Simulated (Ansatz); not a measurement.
Mulliken charges of C$_{3}$H$_{2}$F$_{3}$N (`N#CCC(F)(F)F`) from ωB97M-V/def2-TZVPP in Ansatz (PBE0-D4/def2-TZVP geometry).

```
atom   x (Å)   y (Å)   z (Å)  charge (e)
  N1   0.986  -2.458  -0.117       0.002
  C2   0.509  -1.461   0.195      -0.197
  C3  -0.095  -0.209   0.607      -0.106
  C4  -0.150   0.813  -0.515       0.464
  F5  -0.872   0.374  -1.545      -0.151
  F6  -0.716   1.936  -0.064      -0.158
  F7   1.067   1.118  -0.962      -0.151
  H8  -1.116  -0.385   0.953       0.149
  H9   0.476   0.225   1.431       0.149
```

Q: By hand: the dipole of these point charges (1 e Å = 4.8032 D).

A: Σ q r = (-0.170, 0.127, 0.402) e Å, of length 0.455 e Å = 2.19 D.

Q: How does the dipole of the full density compare? (Best estimate.)

A: Ansatz gave: (-0.293, 0.385, 0.485) e Å, 3.29 D; the point charges give 0.67 times that, at 19° from its direction.

Point charges leave out the atoms' own dipoles, such as those of lone pairs, and Mulliken's split depends on the basis, so the two needn't agree.
